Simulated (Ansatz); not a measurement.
The cluster Cs2F2⁻. The state is a doublet with charge -1. Geometry PBE0-D4/def2-TZVP, that of the neutral singlet; atoms count from 1.

```
atom   x (Å)   y (Å)   z (Å)
 Cs1   1.898  -0.743   0.092
 Cs2  -1.898   0.741  -0.092
  F3   0.218   0.361  -1.581
  F4  -0.217  -0.359   1.582
```

In the def2 sets Cs takes a core potential; there is no spin–orbit coupling. The highest occupied level of the charge -1 doublet lies above zero (up to 0.64 eV). Energy differences put its binding near zero (-0.01 eV; vertical, to the charge 0 singlet, at PBE0-D4/def2-TZVPD), which leaves it undecided. The structure comes from a short search, and lower isomers may exist.

Question: Estimate the Mulliken populations from the PBE0/def2-TZVPD orbitals of Ansatz.

Answer: 
```tsv
atom	charge (e)	spin (α − β)
Cs1	0.41	0.50
Cs2	0.41	0.50
F3	-0.91	0.00
F4	-0.91	0.00
```
Mulliken values and Mayer orders depend strongly on the basis. With diffuse functions, as here, like atoms can get unlike values, and bond orders can come out too low or too high.

Question: Where does the spin sit?

Answer: Summed by element: Cs 0.99, F 0.01, of 1 unpaired in all. Largest on single atoms: Cs1 0.50, Cs2 0.50, F4 0.00.

Question: And the Mayer bond orders between bonded heavy atoms (over 0.3)?

Answer: Cs1–Cs2 0.44 (4.08 Å).
